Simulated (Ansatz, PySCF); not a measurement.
Sn(Br)(OMe) (CH₃BrOSn), SMILES C[O][Sn][Br] (connectivity only; charge and spin as stated), neutral, multiplicity 1. Atoms are numbered in the order given.

```xyz
7

Sn     0.5003    -0.3043     0.7806
Br    -1.1039     0.8319    -0.8640
O      1.5106    -1.4198    -0.5104
C      1.4265    -1.5831    -1.8943
H      0.6423    -0.9561    -2.3565
H      2.3922    -1.3266    -2.3658
H      1.2095    -2.6384    -2.1398
```

The structure is a stationary point at PBE0-D3(BJ)/def2-SVP. The structure was generated by enumeration; whether it is a known compound was not checked. The def2 effective core potentials stand for the cores of Sn; spin–orbit coupling is left out. One conformer was computed; it need not be the lowest.

Two levels are set side by side: PBE-D3(BJ)/def2-SVP (Ansatz, a first-principles code) and PBE0-D3(BJ)/def2-SVP (Ansatz). Each level has its own optimised geometry; the coordinates shown are those of the second. Frequencies come from the Hessian of PySCF at each geometry. Differences are taken from unrounded values.

```json
[
 {"quantity": "mean bond length (Å)", "PBE0-D3(BJ)": "1.543"},
 {"quantity": "bond Sn1–Br2 (Å)", "PBE0-D3(BJ)": "2.563"},
 {"quantity": "bond Sn1–O3 (Å)", "PBE0-D3(BJ)": "1.983"},
 {"quantity": "bond O3–C4 (Å)", "PBE0-D3(BJ)": "1.396"},
 {"quantity": "bond C4–H5 (Å)", "PBE0-D3(BJ)": "1.105"},
 {"quantity": "bond C4–H6 (Å)", "PBE0-D3(BJ)": "1.105"},
 {"quantity": "bond C4–H7 (Å)", "PBE0-D3(BJ)": "1.105"},
 {"quantity": "highest harmonic wavenumber (cm⁻¹)", "PBE0-D3(BJ)": "3097"},
 {"quantity": "mean harmonic wavenumber (cm⁻¹)", "PBE0-D3(BJ)": "1231"},
 {"quantity": "zero-point energy (kcal/mol)", "PBE0-D3(BJ)": "26.39"}
]
```

Problem. What does PBE-D3(BJ) give, and how far is it from PBE0-D3(BJ)? (The exact figures need the calculation; the answer reports its results.)

Solution. 
```
quantity                            PBE-D3(BJ)  PBE-D3(BJ) minus PBE0-D3(BJ)
----------------------------------  ----------  ----------------------------
mean bond length (Å)                     1.559                         0.016
bond Sn1–Br2 (Å)                         2.586                         0.023
bond Sn1–O3 (Å)                          2.016                         0.033
bond O3–C4 (Å)                           1.410                         0.014
bond C4–H5 (Å)                           1.114                         0.009
bond C4–H6 (Å)                           1.114                         0.009
bond C4–H7 (Å)                           1.114                         0.009
highest harmonic wavenumber (cm⁻¹)        2995                          -102
mean harmonic wavenumber (cm⁻¹)           1185                           -45
zero-point energy (kcal/mol)             25.42                         -0.97
```

Exact exchange shortens and stiffens bonds; PBE has none. Differences between two approximate levels are no errors against the true value.
